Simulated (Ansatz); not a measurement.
A search over several starts for the lowest SCF solution of Cs3F3 at the given spin, in a small basis.

```yaml
crystal:
  periodic: [false, false, false]
  atoms:
    - {symbol: Cs, position_ang: [0.537600, 2.434649, 1.289133]}
    - {symbol: Cs, position_ang: [-2.098606, -1.629685, 0.899420]}
    - {symbol: Cs, position_ang: [1.562590, -0.804664, -2.187742]}
    - {symbol: F, position_ang: [1.766798, 1.385241, -0.769253]}
    - {symbol: F, position_ang: [-1.309339, 0.671737, 1.863846]}
    - {symbol: F, position_ang: [-0.459052, -2.057269, -1.095404]}
basis:
  gaussian: {orbitals: def2-SVP, initial_orbitals: start.molden}
hamiltonian: {xc: pbe0, dispersion: d4}
output: {orbitals: {seedname: orbitals}}
```

The file start.molden holds the orbitals of an earlier run on this structure, at another level or in another basis.

```sh
$ ansatz run in.yaml --threads 4 --pin off --events-out ev --progress --plain --max-ram 3916MiB
```

Shortened log:

```
Functional definition: PBE0
1206 factors; their error is unknown
mean field evaluation 1: about -9788.2274 eV, gradient 3.2e0 eV
mean field evaluation 2: about -9788.2429 eV, gradient 2.9e-2 eV
mean field evaluation 4: about -9788.2798 eV, gradient 4.4e-5 eV
mean field evaluation 8: about -9787.9658 eV, gradient 1.1e1 eV
mean field evaluation 16: about -9788.2798 eV, gradient 3.1e-3 eV
mean field -9788.27982787 eV, -359.7126489398 hartree, gradient 4.5e-5 eV, S^2 0.000000; 1 other end points of the search recorded, 0 dependent functions left out
reference -9788.27989768 eV, -359.7126515053 hartree; 27, 27 occupied and 87, 87 virtual orbitals, 1206 factors
Total energy: -9788.37414354 eV, -359.7161149769 hartree
```

Run time 2.5 s (4 threads of Arm Neoverse V2 on a shared host).

In the def2 sets Cs takes a core potential; there is no spin–orbit coupling. The structure comes from a short search, and lower isomers may exist.
